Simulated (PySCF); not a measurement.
C3H4, SMILES C1=CC1. Geometry optimised at PBE-D3(BJ)/def2-TZVP.

Problem. Give the equilibrium geometry at PBE-D3(BJ)/def2-TZVP (PySCF confirms it by a frequency run) as bond lengths and angles, and its point group. (An estimate is asked for; the answer gives what the named calculation found.)

Solution. point group C2v.
Atoms: C1 C2 C3 H4 H5 H6 H7. Bond lengths (Å): C1–C2 1.298, C1–C3 1.510, C1–H4 1.084, C2–C3 1.510, C2–H5 1.084, C3–H6 1.098, C3–H7 1.098. Bond angles (°): C2–C1–C3 64.5, C2–C1–H4 149.8, C3–C1–H4 145.7, C1–C2–C3 64.5, C1–C2–H5 149.8, C3–C2–H5 145.7, C1–C3–C2 50.9, C1–C3–H6 119.6, C1–C3–H7 119.6, C2–C3–H6 119.6, C2–C3–H7 119.6, H6–C3–H7 113.7.
Charge 0, spin multiplicity 1.
